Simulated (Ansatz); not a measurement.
# Abstraction of H: GaH(OH)2 + MgNH2 → Ga(OH)2 + MgH(NH2)

Gas-phase species: GaH(OH)2, singlet; MgNH2 `[NH2][Mg]`, doublet; Ga(OH)2, doublet; MgH(NH2), singlet. A radical takes H: the energy is the difference in strength between the Ga–H bond broken and the Mg–H bond made.

Shapes, held fixed at every level: PBE0-D4/def2-TZVP. Flexible molecules stand in one conformer, not always the lowest. Programs: Ansatz 0.2.0. The zero-point and thermal change to 298 K, harmonic and unscaled (PBE0-D4/def2-TZVP), is -4.9 kJ/mol.

```json
{"level": "MP2/def2-SVP", "kind": "perturbation theory", "ΔH(298 K) (kJ/mol)": "+58.7", "less CCSD(T)/def2-TZVPP": "+7.1"}
{"level": "BHLYP-D4/def2-TZVPP", "kind": "global hybrid", "ΔH(298 K) (kJ/mol)": "+46.8", "less CCSD(T)/def2-TZVPP": "-4.8"}
{"level": "PBE0-D4/def2-TZVPP", "kind": "global hybrid", "ΔH(298 K) (kJ/mol)": "+49.7", "less CCSD(T)/def2-TZVPP": "-1.9"}
{"level": "r2SCAN0-D4/def2-TZVPP", "kind": "global hybrid", "ΔH(298 K) (kJ/mol)": "+49.6", "less CCSD(T)/def2-TZVPP": "-2.0"}
{"level": "wB97X-V/def2-TZVPP", "kind": "range-separated hybrid", "ΔH(298 K) (kJ/mol)": "+45.4", "less CCSD(T)/def2-TZVPP": "-6.2"}
{"level": "CCSD(T)/def2-SVP", "kind": "coupled cluster or CI", "ΔH(298 K) (kJ/mol)": "+52.6", "less CCSD(T)/def2-TZVPP": "+1.0"}
{"level": "CCSD/def2-SVP", "kind": "coupled cluster or CI", "ΔH(298 K) (kJ/mol)": "+53.0", "less CCSD(T)/def2-TZVPP": "+1.4"}
{"level": "CCSD(T)/def2-TZVPP", "kind": "coupled cluster or CI", "ΔH(298 K) (kJ/mol)": "+51.6", "less CCSD(T)/def2-TZVPP": "0.0"}
```

The highest level, CCSD(T)/def2-TZVPP, gives ΔH(298 K) = +51.6 kJ/mol; the levels span +45.4 to +58.7. The column of differences is taken from that level and isn't an error. No measured value is set beside it here. Open shells run unrestricted. Relativity is left out for Ga. Outer-core shells of Ga, Mg are correlated, in sets that cover them unevenly.
